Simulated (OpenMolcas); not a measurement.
# V2+: effect of the metal basis

V2+ with its 6 nearest fluoride ions at 2.176 Å, on the Na site of NaF (a = 4.634 Å, distance in the model lattice 2.317 Å). The rest of the host is ab initio model potentials to 7.6 Å and point charges beyond; the distance is set by hand and nothing relaxes, and no local charge compensation is placed.

```
Program             : OpenMolcas
Method              : CASSCF
Spin-orbit coupling : state interaction with AMFI integrals over the reference wave functions
```

Fixed: ligand basis ANO-RCC-VDZP, active space 3 electrons in 5 orbitals (3d), DKH2 Hamiltonian.

States (labels of O, the rotations of Oh). Energies in cm-1 above the lowest state or level, χT in cm3 K/mol.

```tsv
Run	Metal basis	Ground state	First state of that spin	First gap with spin-orbit (degeneracies)	χT at 300 K	First state of another spin	Cost
A	ANO-RCC-VDZP	4A2	4T2 9628	9560 (4, 2)	1.850	2E 16514	roughly 20 core-seconds
B	ANO-RCC-VTZP	4A2	4T2 9222	9155 (4, 2)	1.850	2E 16517	roughly 40 core-seconds
```

Against A, the first state of the same spin changes by -4.2 % in B.

Costs are those of the RASSCF and RASSI steps.

Without dynamic correlation the repulsion within the d shell is too large (B by tens of per cent), so at a given field states of lower spin stand too high. Ligand-to-metal charge-transfer states are missing. With no ligand orbital active B as a rule stays too high, so bands that hang on it stand too high and its fall with covalency is understated. With metal d orbitals alone and no dynamic correlation 10Dq can be off by a tenth to a fifth, either way, in oxide and fluoride hosts. No measured value stands beside these numbers; the geometry was set by hand and not optimised.
